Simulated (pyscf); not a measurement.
Structures and frequencies: ωB97X-D3(BJ)/def2-SVP in PySCF.

SMILES: [GeH3][AsH][AsH2]
```xyz
9

Ge    -1.1430    -0.9662     0.8294
As    -0.6539     0.6306    -0.8929
As     1.0922     1.6317     0.4580
H     -2.0900    -0.2936     1.8355
H     -1.8311    -2.1982     0.2227
H      0.1373    -1.3982     1.5642
H      0.3070    -0.3248    -1.5839
H      0.1469     1.8907     1.6217
H      0.8839     3.0346    -0.0920
```
Charge 0, spin multiplicity 1.

Question: What is the homolytic dissociation enthalpy (298 K, ωB97M-D3(BJ)/def2-TZVP) of the As–Ge bond of `[GeH3][AsH][AsH2]`, to GeH₃• + •HAs–AsH₂?

Answer: As–Ge to GeH₃• + •HAs–AsH₂: 57.7 kcal/mol. The 7 functionals that were run give +54.1 (M06-2X) to +67.1 kcal/mol (ωB97X-D3(BJ)). Other isomers of •HAs–AsH₂ were not searched in full and may lie lower. Elements up to Kr have no core potential and no relativistic terms here.
